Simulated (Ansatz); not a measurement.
`[CH3][AlH][SiH2][AlH2]` + `[OH][SnH2][OH]` → `O[SiH2][AlH2]` + `[CH3][AlH][SnH2][OH]`  (redistribution)

Computed with Ansatz on PBE0-D4/def2-TZVP structures; ΔE is electronic, products minus reactants. CCSD(T)/CBS adds triple-zeta CCSD(T) − MP2 to the extrapolated MP2 energy (def2 sets, frozen cores). Functionals use def2-TZVPP. B3LYP here is the variant with VWN-RPA as its local correlation; programs differ in this. Elements past krypton have def2 core potentials. For Sn outer-core shells are correlated without core-valence functions, which leaves a few kJ/mol of doubt a bond. Each species was taken in one conformer, which may not be the lowest.

| level | ΔE (kcal/mol) | difference from CCSD(T)/CBS |
| --- | --- | --- |
| PBE0-D4 | -14.3 | 1.0 |
| ωB97X-V | -15.2 | 0.1 |
| ωB97M-V | -16.4 | -1.1 |
| PBE | -12.4 | 2.9 |
| PBE0 | -14.4 | 0.9 |
| B3LYP | -16.6 | -1.3 |
| HF/def2-TZVPP | -20.1 | -4.8 |
| MP2/def2-TZVPP | -16.0 | -0.7 |
| SCS-MP2/def2-QZVPP | -16.7 | -1.4 |
| MP2/CBS(def2) | -16.5 | -1.2 |
| CCSD(T)/CBS | -15.3 | 0 |

Largest T1 diagnostic among the species: 0.014.

In def2-TZVPP, CCSD(T) changes the Hartree–Fock value by +5.4 kcal/mol (the triples alone add +1.3 kcal/mol) and MP2 by +4.1 kcal/mol. From PBE to PBE0 (25 % exact exchange), in def2-TZVPP and without D4, ΔE moves by −1.9 kcal/mol.
